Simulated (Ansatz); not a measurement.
Calculated with Ansatz (gas phase, PBE0-D4/def2-TZVP geometries, no zero-point term in ΔE). CCSD(T)/CBS is the MP2 limit (def2-TZVPP, def2-QZVPP) plus CCSD(T) − MP2 in def2-TZVPP, frozen cores. This one scheme is used for every species. Functionals use def2-TZVPP. B3LYP here is the variant with VWN-RPA as its local correlation; programs differ in this. Each species was taken in one conformer, which may not be the lowest.

`N=C(S)[SiH2]O` + `FCCl` → `O[SiH2]C(F)Cl` + `N=CS`  (formal exchange of groups at the Si–C bond)

| level | ΔE (kJ/mol) |
| --- | --- |
| B3LYP-D4 | 20.2 |
| ωB97M-V | 17.3 |

Q: What does CCSD(T)/CBS give? (Estimate.)

A: Ansatz gave: +20.7 kJ/mol. The listed levels differ from it by -0.5, -3.4 kJ/mol.

Largest T1 diagnostic among the species: 0.014.

In def2-TZVPP, CCSD(T) changes the Hartree–Fock value by +4.7 kJ/mol (the triples alone add +1.6 kJ/mol) and MP2 by +6.5 kJ/mol.
